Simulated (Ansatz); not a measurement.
Consider the ligand exchange at a Ge–Br bond: `[F][Ge][Br]` + `[SiH3]N[SiH3]` → `[F][Ge][N]([SiH3])[SiH3]` + HBr.

Computed with Ansatz on PBE0-D4/def2-TZVP structures; ΔE is electronic, products minus reactants. CBS: MP2 limit from def2 TZ/QZ plus the TZ coupled-cluster correction, frozen cores. This one scheme is used for every species. DFT in def2-TZVPP. For Br, Ge outer-core shells are correlated without core-valence functions, which leaves a few kJ/mol of doubt a bond. Scalar relativity is left out up to krypton. One conformer a species, not always the lowest.

CCSD(T)/CBS gives +9.8 kcal/mol.

Another level gave +12.5 kcal/mol. Which?
A. revPBE/def2-TZVPP
B. RPA@PBE/def2-TZVPP
C. PBE0/def2-TZVPP
D. r2SCAN/def2-TZVPP

D. r2SCAN 12.5, PBE0 14.3, RPA@PBE/def2-TZVPP 7.8, revPBE 15.9 kcal/mol.

Largest T1 diagnostic among the species: 0.014.

In def2-TZVPP, CCSD(T) changes the Hartree–Fock value by −7.5 kcal/mol (the triples alone add −1.0 kcal/mol) and MP2 by −7.7 kcal/mol. The D4 term adds −3.0 kcal/mol with B3LYP and −1.6 kcal/mol with PBE0; it sums over pairs of atoms, weighted by their polarisabilities, and B3LYP, whose exchange is more repulsive, gets the larger term. At CCSD(T), def2-SVP lies −3.2 kcal/mol from the extrapolated value and def2-TZVPP −1.3 kcal/mol.

B3LYP here is the variant with VWN-RPA as its local correlation; programs differ in this.
